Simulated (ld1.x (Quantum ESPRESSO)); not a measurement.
# Which change was made? (As, PAW)

ld1.x (Quantum ESPRESSO) 7.5 input, shortened:

```
&input
   title='As', zed=33., rel=1, dft='PBE', iswitch=3,
   config='[Ar] 3d10 4s2 4p3 4d-2'
 /
 &inputp
   pseudotype=3, lpaw=.true., tm=.true., lloc=2,
   nlcc=.true.,
   which_augfun='PSQ', rmatch_augfun_nc=.true.
 /
5
4S  1  0   2.00   0.00  1.30  1.70  0.0
4S  1  0   0.00   0.05  1.30  1.70  0.0
4P  2  1   3.00   0.00  1.60  1.85  0.0
4P  2  1   0.00  -0.05  1.60  1.85  0.0
4D  3  2  -2.00   0.45  1.50  1.50  0.0
 &test
   configts(1)='4s2 4p3'
 /
```

Cutoffs, loose and tight: the cutoffs (Ry, on a coarse ladder) from which the occupation-weighted sum of valence levels, in a spherical-Bessel basis at the reference potential, stays within 10 and 1 mRy of its value at 400 Ry. They do not see the model core or the augmentation charge, which bear on the density cutoff. Test errors are all-electron minus pseudo excitation energies from the reference, over the configurations 4s2 4p2; 4s2 4p1; 4s2 4p0; 4s2 4p3.3; 4s1 4p4; 4s0 4p5; 4s2 4p2.5; variants that change the core or the reference have their own tests.

The base gives: outcome: generated; cutoff, loose: 10 Ry; cutoff, tight: 25 Ry; bound ghosts: s; largest test error (meV): -145.

Q: After one change the result is: outcome: generated, overlap not positive; bound ghosts: not determined (overlap not positive); largest test error (meV): -145. Which change was it?
A. all radii but the core radius scaled by about 1.20 (s 2.04, p 2.22, d 1.80 bohr, rcut 1.56/1.92/1.80)
B. reference 4s1.75 4p3.25; added wave 4d channel at 1.1 Ry: rc 1.50 bohr; local potential all-electron potential smoothed inside 1.30 bohr (lloc = -1)
C. core [Ne] 3s2, valence charge 21; reference 3p6 3d10 4s2 4p0; waves now 4s (bound): rcut 1.20, rcutus 1.55 bohr; 4s channel at 0.05 Ry: rcut 1.20, rcutus 1.55 bohr; 3p (bound): rcut 0.85, rcutus 0.95 bohr; 4p (bound): rcut 0.85, rcutus 0.95 bohr; 3d (bound): rcut 0.95, rcutus 1.25 bohr; 3d channel at -4.35 Ry: rcut 0.95, rcutus 1.25 bohr; 4f channel at 0.45 Ry: rcut 1.35, rcutus 1.50 bohr; local potential all-electron potential smoothed inside 1.20 bohr (lloc = -1); core correction Bessel-smoothed model core inside 0.80 bohr

A: A. The others give: reference 4s1.75 4p3.25; added wave 4d channel at 1.1 Ry: rc 1.50 bohr; local potential all-electron potential smoothed inside 1.30 bohr (lloc = -1) → outcome: failed: invmat: error in DGETRF | core [Ne] 3s2, valence charge 21; reference 3p6 3d10 4s2 4p0; waves now 4s (bound): rcut 1.20, rcutus 1.55 bohr; 4s channel at 0.05 Ry: rcut 1.20, rcutus 1.55 bohr; 3p (bound): rcut 0.85, rcutus 0.95 bohr; 4p (bound): rcut 0.85, rcutus 0.95 bohr; 3d (bound): rcut 0.95, rcutus 1.25 bohr; 3d channel at -4.35 Ry: rcut 0.95, rcutus 1.25 bohr; 4f channel at 0.45 Ry: rcut 1.35, rcutus 1.50 bohr; local potential all-electron potential smoothed inside 1.20 bohr (lloc = -1); core correction Bessel-smoothed model core inside 0.80 bohr → outcome: generated; cutoff, loose: 140 Ry; cutoff, tight: 230 Ry; bound ghosts: none; largest test error (meV): -80 over the solved tests; 1 of 7 tests not solved or not reliable. A file whose overlap is not positive is unfit for use, and its test errors describe a broken file.
